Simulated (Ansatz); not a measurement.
Molecule: ZnS, charge 0, multiplicity 1. 
Structure (B3LYP-D3(BJ)/def2-TZVP (Ansatz, a program for electronic structure) minimum search):
SMILES: [Zn]=[S]
```xyz
2

Zn     0.0000     0.0000    -0.7229
S      0.0000     0.0000     1.3554
```

Basis-set convergence of Hartree-Fock and CCSD(T) correlation energies (hartree) with Ansatz. Correlated levels leave the core frozen unless marked. No spin-orbit coupling. The frozen core is the preceding noble-gas configuration, with the filled d and f shells of earlier blocks. No relativistic terms.

The Hartree-Fock reference is unstable (checked in the largest basis), which strains HF and MP2. 

| basis | functions | E(HF) | E(corr, CCSD(T)) | rough core time |
|---|---|---|---|---|
| def2-SVP | 49 | -2174.90900 | -0.42914 | under 20 s |
| def2-TZVPP | 106 | -2175.30115 | -0.66281 | under 20 s |
| def2-QZVPP | 170 | -2175.35456 | -0.71336 | 22 s |

Extrapolating the two largest sets (X = 3 and 4) as X^-3: E(corr) = (64·(-0.71336) - 27·(-0.66281))/37 = -0.7502 Eh, an estimate of the basis-set limit. The largest set recovers 95.1 % of it, the smallest 57.2 %.
